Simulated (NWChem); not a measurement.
System: CH3BF2O; SMILES COB(F)F

Here is an NWChem input.

```
start job
memory heap 200 mb stack 900 mb global 1100 mb
geometry units angstroms noautoz
  B     -0.033204     0.525496     0.000000
  F     -0.726310     1.648284     0.000000
  F      1.291509     0.609568     0.000000
  O     -0.679918    -0.644523     0.000000
  C     -0.018738    -1.887566     0.000000
  H     -0.319313    -2.457254     0.892014
  H     -0.319313    -2.457254    -0.892014
  H      1.075597    -1.771746     0.000000
end
basis spherical
  B library cc-pvtz
  F library cc-pvtz
  O library cc-pvtz
  C library cc-pvtz
  H library cc-pvtz
end
dft
  xc xtpss03 ctpss03
  iterations 150
  semidirect filesize 400000000
  mulliken
end
task dft energy
```

Excerpt of the output:

```
             Northwest Computational Chemistry Package (NWChem) 7.3.0
             --------------------------------------------------------

 CS  symmetry detected

                             Geometry "geometry" -> ""
                             -------------------------

 Output coordinates in angstroms (scale by  1.889725989 to convert to a.u.)

  No.       Tag          Charge          X              Y              Z
 ---- ---------------- ---------- -------------- -------------- --------------
    1 B                    5.0000    -0.02231199     0.53127629     0.00000000
    2 F                    9.0000    -0.70260262     1.66187501     0.00000000
    3 F                    9.0000     1.30327156     0.60027564     0.00000000
    4 O                    8.0000    -0.68229189    -0.63131134     0.00000000
    5 C                    6.0000    -0.03529296    -1.88179415     0.00000000
    6 H                    1.0000    -0.34232811    -2.44802658     0.89201400
    7 H                    1.0000    -0.34232811    -2.44802658    -0.89201400
    8 H                    1.0000     1.06028859    -1.77842855     0.00000000

 Effective nuclear repulsion energy (a.u.)     172.8774183538

      Symmetry information
      --------------------

 Group name             Cs
 Group number              2
 Group order               2
 No. of unique centers     7

                                 NWChem DFT Module
                                 -----------------

 Summary of "ao basis" -> "ao basis" (spherical)
 ------------------------------------------------------------------------------
       Tag                 Description            Shells   Functions and Types
 ---------------- ------------------------------  ------  ---------------------
 B                          cc-pvtz                 10       30   4s3p2d1f
 F                          cc-pvtz                 10       30   4s3p2d1f
 O                          cc-pvtz                 10       30   4s3p2d1f
 C                          cc-pvtz                 10       30   4s3p2d1f
 H                          cc-pvtz                  6       14   3s2p1d

      Symmetry analysis of basis
      --------------------------

        a'        124
        a"         68

            General Information
            -------------------
          SCF calculation type: DFT
          Wavefunction type:  closed shell.
          No. of atoms     :     8
          No. of electrons :    40
           Alpha electrons :    20
            Beta electrons :    20
          Charge           :     0
          Spin multiplicity:     1
          Use of symmetry is: on ; symmetry adaption is: on
          Maximum number of iterations: 150
          AO basis - number of functions:   192
                     number of shells:    68
          Convergence on energy requested:  1.00D-06
          Convergence on density requested:  1.00D-05
          Convergence on gradient requested:  5.00D-04

              XC Information
              --------------
                  TPSS metaGGA Exchange Functional  1.000
             TPSS03 metaGGA Correlation Functional  1.000

             Grid Information
             ----------------
          Grid used for XC integration:  medium
          Radial quadrature: Mura-Knowles
          Angular quadrature: Lebedev.
          Tag              B.-S. Rad. Rad. Pts. Rad. Cut. Ang. Pts.
          ---              ---------- --------- --------- ---------
          B                   0.85       49          10.0       434
          F                   0.50       49          11.0       434
          O                   0.60       49           7.0       434
          C                   0.70       49           9.0       434
          H                   0.35       45          11.0       434
          Grid pruning is: on
          Number of quadrature shells:   335
          Spatial weights used:  Erf1

      Superposition of Atomic Density Guess
      -------------------------------------

 Sum of atomic energies:        -337.30889826

      Non-variational initial energy
      ------------------------------

 Total energy =    -339.148795
 1-e energy   =    -808.890416
 2-e energy   =     296.864203
 HOMO         =      -0.402774
 LUMO         =       0.074692

      Symmetry analysis of molecular orbitals - initial
      -------------------------------------------------

  Numbering of irreducible representations:

     1 a'          2 a"

  Orbital symmetries:

     1 a'          2 a'          3 a'          4 a'          5 a'
     6 a'          7 a'          8 a'          9 a'         10 a'
    11 a'         12 a'         13 a"         14 a"         15 a'
    16 a'         17 a"         18 a'         19 a'         20 a"
    21 a'         22 a'         23 a"         24 a'         25 a"
    26 a'         27 a'         28 a'         29 a"         30 a'

------------------------------------------------------------
EAF file 0: "./job.aoints.0" size=335544320 bytes
------------------------------------------------------------
               write      read    awrite     aread      wait
               -----      ----    ------     -----      ----
     calls:      640         0         0         0         0
   data(b): 3.36e+08  0.00e+00  0.00e+00  0.00e+00
   time(s): 0.00e+00  0.00e+00  0.00e+00  0.00e+00  0.00e+00
rate(mb/s): 0.00e+00  0.00e+00
------------------------------------------------------------

     ---------------------------------------------
      Total Density - Mulliken Population Analysis
     ---------------------------------------------

    Atom       Charge   Shell Charges
 -----------   ------   -------------------------------------------------------
    1 B    5     4.06   1.96  0.59  0.14  0.09  0.44  0.47  0.08  0.14  0.09  0.07
    2 F    9     9.39   1.95  1.08  0.27  0.59  1.62  2.58  1.30  0.00  0.01  0.00
    3 F    9     9.39   1.95  1.08  0.27  0.58  1.62  2.58  1.31  0.00  0.01  0.00
    4 O    8     8.43   1.95  1.02  0.24  0.45  1.35  2.35  1.05  0.00  0.02  0.00
    5 C    6     6.14   1.95  0.86  0.18  0.37  0.73  1.43  0.53  0.02  0.07  0.01
    6 H    1     0.86   0.25  0.45  0.14  0.01  0.01  0.00
    7 H    1     0.86   0.25  0.45  0.14  0.01  0.01  0.00
    8 H    1     0.87   0.25  0.46  0.15  0.01  0.01  0.00

   convergence    iter        energy       DeltaE   RMS-Dens  Diis-err
 ---------------- ----- ----------------- --------- --------- ---------
 d= 0,ls=0.0,diis     1   -339.8875681658 -5.13D+02  4.43D-03  1.05D+00
 d= 0,ls=0.0,diis     2   -339.8258452669  6.17D-02  2.24D-03  2.19D+00
 d= 0,ls=0.0,diis     3   -339.9971218043 -1.71D-01  4.29D-04  3.97D-02
 d= 0,ls=0.0,diis     4   -339.9990390733 -1.92D-03  2.28D-04  5.97D-03
 d= 0,ls=0.0,diis     5   -339.9994760501 -4.37D-04  6.30D-05  1.25D-03
  Resetting Diis
 d= 0,ls=0.0,diis     6   -339.9995766401 -1.01D-04  1.50D-05  5.40D-05
 d= 0,ls=0.0,diis     7   -339.9995809071 -4.27D-06  7.62D-06  3.32D-06
 d= 0,ls=0.0,diis     8   -339.9995804167  4.90D-07  4.74D-06  9.17D-06

         Total DFT energy =     -339.999580416737
      One electron energy =     -812.287681008875
           Coulomb energy =      339.717515359464
    Exchange-Corr. energy =      -40.306833121173
 Nuclear repulsion energy =      172.877418353846

 Numeric. integr. density =       40.000000001171

                  Occupations of the irreducible representations
                  ----------------------------------------------

                     irrep           alpha         beta
                     --------     --------     --------
                     a'               16.0         16.0
                     a"                4.0          4.0

                       DFT Final Molecular Orbital Analysis
                       ------------------------------------

 Vector   18  Occ=2.000000D+00  E=-3.552467D-01  Symmetry=a'
              MO Center=  1.1D-01,  9.1D-01, -1.7D-16, r^2= 2.5D+00
   Bfn.  Coefficient  Atom+Function         Bfn.  Coefficient  Atom+Function
  ----- ------------  ---------------      ----- ------------  ---------------
    38      0.313232  2 F  px                69     -0.274464  3 F  py
    35      0.272318  2 F  px                66     -0.238609  3 F  py
    41      0.227641  2 F  px                72     -0.207113  3 F  py
    39      0.127381  2 F  py                36      0.109340  2 F  py
    42      0.104272  2 F  py                68      0.089990  3 F  px

 Vector   19  Occ=2.000000D+00  E=-3.062170D-01  Symmetry=a'
              MO Center= -2.9D-01, -9.6D-01,  6.7D-15, r^2= 1.8D+00
   Bfn.  Coefficient  Atom+Function         Bfn.  Coefficient  Atom+Function
  ----- ------------  ---------------      ----- ------------  ---------------
    98      0.347072  4 O  px                95      0.290126  4 O  px
   101      0.264642  4 O  px               180     -0.210322  8 H  s
   181     -0.147396  8 H  s                128     -0.141688  5 C  px
   125     -0.139376  5 C  px                94     -0.121801  4 O  s
   179     -0.114132  8 H  s                 92     -0.110451  4 O  s

 Vector   20  Occ=2.000000D+00  E=-2.886585D-01  Symmetry=a"
              MO Center= -4.4D-01, -9.1D-01, -5.5D-15, r^2= 2.0D+00
   Bfn.  Coefficient  Atom+Function         Bfn.  Coefficient  Atom+Function
  ----- ------------  ---------------      ----- ------------  ---------------
   100      0.354883  4 O  pz                97      0.295637  4 O  pz
   103      0.277959  4 O  pz               152     -0.168931  6 H  s
   166      0.168931  7 H  s                130     -0.130514  5 C  pz
   127     -0.125974  5 C  pz                40     -0.106836  2 F  pz
   153     -0.095126  6 H  s                167      0.095126  7 H  s

 Vector   21  Occ=0.000000D+00  E= 2.429237D-02  Symmetry=a'
              MO Center=  4.2D-02, -1.4D+00, -7.5D-13, r^2= 6.2D+00
   Bfn.  Coefficient  Atom+Function         Bfn.  Coefficient  Atom+Function
  ----- ------------  ---------------      ----- ------------  ---------------
   124      2.428845  5 C  s                153     -0.998099  6 H  s
   167     -0.998099  7 H  s                  4     -0.989052  1 B  s
   181     -0.767860  8 H  s                 94      0.425112  4 O  s
   132     -0.411016  5 C  py               102      0.308990  4 O  py
    64      0.278367  3 F  s                122      0.218887  5 C  s

 Vector   22  Occ=0.000000D+00  E= 2.607375D-02  Symmetry=a"
              MO Center= -4.6D-02,  3.6D-01,  7.1D-13, r^2= 2.7D+00
   Bfn.  Coefficient  Atom+Function         Bfn.  Coefficient  Atom+Function
  ----- ------------  ---------------      ----- ------------  ---------------
    13      0.541682  1 B  pz                10      0.508524  1 B  pz
     7      0.313604  1 B  pz               153      0.291375  6 H  s
   167     -0.291375  7 H  s                103     -0.274626  4 O  pz
    73     -0.215433  3 F  pz                43     -0.210314  2 F  pz
   100     -0.185845  4 O  pz                40     -0.162572  2 F  pz

 Vector   23  Occ=0.000000D+00  E= 5.143124D-02  Symmetry=a'
              MO Center= -3.2D-02, -1.2D+00, -1.4D-15, r^2= 6.4D+00
   Bfn.  Coefficient  Atom+Function         Bfn.  Coefficient  Atom+Function
  ----- ------------  ---------------      ----- ------------  ---------------
   124      1.846984  5 C  s                 94     -0.978841  4 O  s
     4      0.867005  1 B  s                153     -0.687501  6 H  s
   167     -0.687501  7 H  s                181     -0.492815  8 H  s
   132      0.383195  5 C  py                34     -0.295219  2 F  s
   122      0.239606  5 C  s                131     -0.240352  5 C  px

------------------------------------------------------------
EAF file 0: "./job.aoints.0" size=485490688 bytes
------------------------------------------------------------
               write      read    awrite     aread      wait
               -----      ----    ------     -----      ----
     calls:      926         7         0      6475      6475
   data(b): 4.85e+08  3.67e+06  0.00e+00  3.39e+09
   time(s): 0.00e+00  0.00e+00  0.00e+00  0.00e+00  0.00e+00
rate(mb/s): 0.00e+00  0.00e+00
------------------------------------------------------------

     ---------------------------------------------
      Total Density - Mulliken Population Analysis
     ---------------------------------------------

    Atom       Charge   Shell Charges
 -----------   ------   -------------------------------------------------------
    1 B    5     4.67   1.97  0.55  0.15  0.04  0.70  0.67  0.15  0.17  0.19  0.08
    2 F    9     9.18   1.94  1.05  0.28  0.62  1.59  2.38  1.31  0.00  0.01  0.00
    3 F    9     9.19   1.94  1.05  0.28  0.61  1.59  2.38  1.33  0.00  0.01  0.00
    4 O    8     8.16   1.95  0.98  0.25  0.48  1.32  2.15  1.00  0.00  0.03  0.00
    5 C    6     6.01   1.97  0.79  0.18  0.26  0.85  1.44  0.42  0.02  0.07  0.01
    6 H    1     0.92   0.28  0.50  0.11  0.01  0.02  0.00
    7 H    1     0.92   0.28  0.50  0.11  0.01  0.02  0.00
    8 H    1     0.94   0.28  0.51  0.12  0.01  0.02  0.00

     -------------------------------------------
      Total Density - Lowdin Population Analysis
     -------------------------------------------

    Atom       Charge   Shell Charges
 -----------   ------   -------------------------------------------------------
    1 B    5     6.34   1.60  0.49  0.33  0.17  0.66  0.94  0.37  0.34  0.94  0.50
    2 F    9     8.56   1.59  0.88  0.53  0.49  1.55  2.25  1.25  0.00  0.02  0.00
    3 F    9     8.57   1.59  0.88  0.53  0.49  1.55  2.25  1.25  0.00  0.02  0.00
    4 O    8     7.48   1.58  0.75  0.47  0.36  1.27  1.92  1.04  0.00  0.08  0.00
    5 C    6     5.96   1.57  0.56  0.33  0.23  0.75  1.34  0.69  0.04  0.39  0.06
    6 H    1     1.03   0.26  0.42  0.17  0.02  0.13  0.03
    7 H    1     1.03   0.26  0.42  0.17  0.02  0.13  0.03
    8 H    1     1.03   0.26  0.41  0.18  0.02  0.13  0.03

     Multipole analysis of the density
     ---------------------------------

     L   x y z        total         alpha         beta         nuclear
     -   - - -        -----         -----         ----         -------
     0   0 0 0     -0.000000    -20.000000    -20.000000     40.000000

     1   1 0 0      0.177583      0.088791      0.088791      0.000000
     1   0 1 0     -0.848353     -0.424176     -0.424176      0.000000
     1   0 0 1     -0.000000     -0.000000     -0.000000      0.000000

     2   2 0 0    -22.515199    -55.578497    -55.578497     88.641794
     2   1 1 0     -0.088437     -0.236508     -0.236508      0.384579
     2   1 0 1      0.000000      0.000000      0.000000      0.000000
     2   0 2 0    -19.221382   -132.981162   -132.981162    246.740942
     2   0 1 1      0.000000      0.000000      0.000000      0.000000
     2   0 0 2    -19.139244    -12.411078    -12.411078      5.682913
```

Level: TPSS/cc-pVTZ. Geometry: optimised at PBE0/def2-SVP.
